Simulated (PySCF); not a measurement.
Species: CH₇AlNSb.
Cartesian coordinates in Å at the PBE0-D3(BJ)/def2-SVP level; atoms count from 1:
```
atom  x, y, z in Å
C1    -2.131    0.580    0.638
N2    -1.451   -0.301    0.077
Al3   -0.571   -1.615   -0.745
Sb4    1.855    0.014   -0.174
H5    -1.689    1.503    1.077
H6    -3.237    0.514    0.748
H7    -0.534   -1.559   -2.330
H8    -0.228   -2.892    0.134
H9     1.802    0.410    1.482
H10    3.554    0.200   -0.302
H11    1.507    1.596   -0.698
```

Computed with PBE0-D3(BJ)/def2-SVP geometry optimisation, gas phase, def2 core potentials past Kr (PySCF 2.14.0).

(1) Which atoms are bound to Al3, and at what distances?

(2) List the angles at Al3.

(3) Describe the arrangement about Al3 in numbers.

(4) Which atoms are bound to Sb4, and at what distances?

(5) List the angles at Sb4.

(6) Describe the arrangement about Sb4 in numbers.

(7) What are the other bond lengths?

(8) Give some angles away from the centre.

(9) What are the rotational constants (commonest isotopes, rigid rotor)?

## Answers

(1) 4 atoms: H7 1.587 Å, H8 1.587 Å, N2 1.782 Å, Sb4 2.977 Å. The nearest atom not counted as bound is C1, at 3.03 Å.

(2) 
```json
{"angle": "H7–Al3–H8", "degrees": "125.2", "distance of the outer atoms (Å)": "2.82"}
{"angle": "N2–Al3–H7", "degrees": "116.5", "distance of the outer atoms (Å)": "2.87"}
{"angle": "N2–Al3–H8", "degrees": "116.4", "distance of the outer atoms (Å)": "2.87"}
{"angle": "Sb4–Al3–H8", "degrees": "99.1", "distance of the outer atoms (Å)": "3.59"}
{"angle": "Sb4–Al3–H7", "degrees": "98.8", "distance of the outer atoms (Å)": "3.58"}
{"angle": "N2–Al3–Sb4", "degrees": "84.9", "distance of the outer atoms (Å)": "3.33"}
```

(3) Angles from 84.9° to 125.2°; τ4 = (360° − α − β)/141° = 0.84 with α and β the two widest (0 for a square, 1 for a tetrahedron).

(4) 4 atoms: H11 1.702 Å, H9 1.703 Å, H10 1.714 Å, Al3 2.977 Å. The nearest atom not counted as bound is N2, at 3.33 Å.

(5) 
```csv
angle,degrees,distance of the outer atoms (Å)
Al3–Sb4–H10,148.5,4.53
Al3–Sb4–H9,106.8,3.83
Al3–Sb4–H11,106.4,3.83
H10–Sb4–H11,94.5,2.51
H9–Sb4–H10,94.5,2.51
H9–Sb4–H11,94.4,2.50
```

(6) Angles from 94.4° to 148.5°; τ4 = (360° − α − β)/141° = 0.74 with α and β the two widest (0 for a square, 1 for a tetrahedron).

(7) C1=N2 1.247 Å; C1–H5 1.114 Å; C1–H6 1.113 Å.

(8) C1–N2–Al3 176.5°.

(9) A = 5011, B = 1234, C = 1019 MHz: an asymmetric top.

Point group: Cs (every atom within 0.08 Å of its image). Charge 0, singlet. Stationary, but not proved a minimum.
